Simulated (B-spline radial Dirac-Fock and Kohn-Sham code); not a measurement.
ΔSCF core binding energies without Breit or QED terms, calculated with an atomic code on a B-spline grid.

A sound run for the Pd atom, configuration [Kr] 4d10: The ground state converged in 11 iterations, with total energy -5044.40058 Ha, virial ratio 1.95726 and highest orbital energy -8.70 eV. ΔSCF binding energies: K (1s) 24428.2 eV, L3 (2p3/2) 3184.4 eV, M5 (3d5/2) 340.0 eV.

A second run, with one unsound setting: The ground state converged in 11 iterations, with total energy -4756.67436 Ha, virial ratio 2.05262 and highest orbital energy -8.84 eV. ΔSCF binding energies: K (1s) 21112.7 eV, L3 (2p3/2) 3207.7 eV, M5 (3d5/2) 344.5 eV.

```
iter   energy (Ha)        error
   1    -4755.00004296  1.96e+00
   2    -4755.53220360  2.21e-01
   3    -4756.66677138  3.24e-02
   4    -4756.67382191  1.10e-02
   5    -4756.67431791  2.06e-03
   6    -4756.67435235  4.68e-04
   7    -4756.67435563  2.73e-04
   8    -4756.67435762  2.08e-05
   9    -4756.67435772  3.32e-06
  11    -4756.67435772  2.98e-07
```

Task: Which fault fits the second run best?
A. damping too heavy
B. tolerance below the noise
C. too few iterations
D. nuclear radius in wrong units

Result: D. The input had radius_factor = 100.0: radius_factor inflates the nucleus far beyond its size, which weakens the binding of the inner electrons.
